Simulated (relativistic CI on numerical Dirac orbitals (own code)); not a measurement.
## Energy levels of Ar2+

Method of calculation: Dirac-Coulomb-Breit CI, orbitals from a KLI potential per configuration, model QED (radiative potential, 1s self-energy scaled to tabulated hydrogen-like ionisation energies), valence Slater integrals scaled by 0.85, P86 correlation energy added to each configuration (own radial code, finite nucleus).

Configuration list (outside the closed core [Ne]): 3s²3p⁴, 3s3p⁵, 3s²3p³3d, 3p⁶, 3s3p⁴3d, 3s²3p³4s, 3s²3p³4p, 3s²3p³4d, 3s²3p³5s, 3s²3p³5p, 3s²3p³4f, 3s²3p²3d4p, 3s²3p³5d, 3s²3p³6s, 3s²3p³6p, 3s²3p³5f, 3s²3p³5g, 3s²3p²4s4p, 3s²3p³6d, 3s3p⁴4s, 3p⁵3d, 3p⁵4s, 3s3p⁴4p, 3s3p³3d², 3p⁵4p, 3s3p³3d4s, 3s3p³4s², 3s3p⁴4d, 3s3p⁴5s, 3s²3p²3d², 3s²3p3d³, 3s3p²3d³, 3s²3p3d²4s, 3s²3p3d²4p, 3s²3p3d²4d, 3p⁴3d², 3p³3d³, 3p³3d²4s, 3p³3d²4p, 3p³3d²4d, 3s²3p²3d4s, 3s3p²3d²4s, 3s²3p3d4s², 3s²3p3d4s4p, 3s²3p3d4s4d, 3s²3p²4s², 3s3p²3d4s², 3s²3p4s²4p, 3s²3p4s²4d, 3s²3p²4p², 3s²3p3d4p², 3s3p²3d4p², 3s²3p4s4p², 3s²3p4p³, 3s²3p4p²4d. Double excitations out of closed p, d and f shells are left out; levels of such configurations are missing from the list, as are those of other unlisted configurations, and high levels can miss mixing partners. These lack a partner that the ground configuration has and come out too high: 3s²3p³5s, 3s²3p³5p, 3s²3p³4f, 3s²3p³5d, 3s²3p³6s.

The lowest level is 3s²3p⁴ ³P2, with 96 % of that term; Hund's rules for 3s²3p⁴ give ³P with J = 2, in agreement.

```tsv
No.	Configuration	Term	J	E (cm⁻¹)	%	Next component (%)	jj configuration (%)
1	3s²3p⁴	³P	2	0.0	96	2 3s3p⁴3d ³P	3p3/2^2 (69)
2	3s²3p⁴	³P	1	1097.5	97	2 3s3p⁴3d ³P	3p1/2 3p3/2^3 (97)
3	3s²3p⁴	³P	0	1547.1	96	2 3s3p⁴3d ³P	3p3/2^4 (60)
4	3s²3p⁴	¹D	2	13983.3	96	2 3s3p⁴3d ¹D	3p1/2 3p3/2^3 (69)
5	3s²3p⁴	¹S	0	31609.8	95	2 3s²3p²3d² ¹S	3p3/2^2 (59)
6	3s3p⁵	³P°	2	118559.9	74	23 3s²3p³3d ³P°	3s 3p3/2^3 (74)
7	3s3p⁵	³P°	1	119541.5	74	23 3s²3p³3d ³P°	3s 3p1/2 3p3/2^4 (48)
8	3s3p⁵	³P°	0	120063.7	74	23 3s²3p³3d ³P°	3s 3p1/2 3p3/2^4 (74)
9	3s²3p³3d	¹P°	1	148668.9	53	44 3s3p⁵ ¹P°	3s 3p3/2^3 (28)
10	3s²3p³3d	⁵D°	3	148796.8	97	2 3s3p³3d² ⁵D°	3p1/2 3p3/2^2 3d5/2 (31)
11	3s²3p³3d	⁵D°	2	148797.1	97	2 3s3p³3d² ⁵D°	3p1/2 3p3/2^2 3d3/2 (38)
12	3s²3p³3d	⁵D°	0	148798.5	97	2 3s3p³3d² ⁵D°	3p1/2 3p3/2^2 3d3/2 (53)
13	3s²3p³3d	⁵D°	1	148798.5	97	2 3s3p³3d² ⁵D°	3p1/2 3p3/2^2 3d3/2 (51)
14	3s²3p³3d	⁵D°	4	148801.1	97	2 3s3p³3d² ⁵D°	3p1/2 3p3/2^2 3d5/2 (54)
15	3s²3p³3d	³D°	3	161089.2	96	3 3s3p³3d² ³D°	3p1/2 3p3/2^2 3d5/2 (58)
16	3s²3p³3d	³D°	2	161093.7	96	3 3s3p³3d² ³D°	3p3/2^3 3d5/2 (29)
17	3s²3p³3d	³D°	1	161202.5	97	3 3s3p³3d² ³D°	3p1/2 3p3/2^2 3d5/2 (49)
18	3s²3p³3d	¹S°	0	166284.7	96	3 3s3p³3d² ¹S°	3p1/2 3p3/2^2 3d5/2 (57)
19	3s²3p³3d	³F°	2	166852.5	96	2 3s3p³3d² ³F°	3p1/2 3p3/2^2 3d3/2 (50)
20	3s²3p³3d	³F°	3	167168.7	96	2 3s3p³3d² ³F°	3p1/2 3p3/2^2 3d3/2 (44)
21	3s²3p³3d	³F°	4	167564.6	96	2 3s3p³3d² ³F°	3p1/2 3p3/2^2 3d5/2 (68)
22	3s²3p³4s	⁵S°	2	175179.0	96	2 3s3p³3d4s ⁵S°	3p1/2 3p3/2^2 4s (53)
23	3s²3p³3d	³G°	3	176706.8	97	2 3s3p³3d² ³G°	3p1/2 3p3/2^2 3d3/2 (41)
24	3s²3p³3d	³G°	4	176732.0	97	2 3s3p³3d² ³G°	3p1/2 3p3/2^2 3d3/2 (45)
25	3s²3p³3d	³G°	5	176777.9	97	2 3s3p³3d² ³G°	3p1/2 3p3/2^2 3d5/2 (97)
26	3s²3p³3d	¹G°	4	180527.4	97	2 3s3p³3d² ¹G°	3p1/2 3p3/2^2 3d3/2 (42)
27	3s²3p³4s	³S°	1	181474.5	96	2 3s3p³3d4s ³S°	3p1/2 3p3/2^2 4s (53)
28	3s²3p³3d	¹D°	2	182801.0	96	1 3s3p³3d² ¹D°	3p3/2^3 3d5/2 (25)
29	3s²3p³3d	³F°	4	189374.0	95	1 3p⁵3d ³F°	3p3/2 3d5/2 (40)
30	3s²3p³3d	³D°	1	189519.0	94	2 3s3p³3d² ³D°	3p3/2 3d3/2 (35)
```

Energies count from the lowest computed level; ° marks odd parity. Filled j subshells are mostly left out of the jj labels.

The mean weight of the leading LS term, summed over parents, in these 30 levels is 93 %, and that of the leading jj configuration (from the same eigenvectors) 53 %, so LS coupling describes them better.

For a near-neutral ion this model can misplace configurations by up to about 10,000 cm⁻¹ (more where the count of f electrons changes) and terms by 10 to 25 % of their spread. Rates follow the energies as ν³ (E1, M1) or ν⁵ (E2), so they and the lifetimes can be off by large factors. The fine structure of a lone outer electron comes out too small, for d and f at times inverted, and misplaced configurations move strength between like terms. 64 of the 69 excited levels that our extract of the measured tables holds in this range could be paired (the sources list more); they are missed by 4244 cm⁻¹ on average and 10324 at most, and levels without a partner can miss by more.

Landé's interval rule says that E(J) − E(J−1) = AJ with one A. For the ground term the intervals give A = -449.6, -548.8 cm⁻¹ for J = 1, 2; the multiplet is inverted.
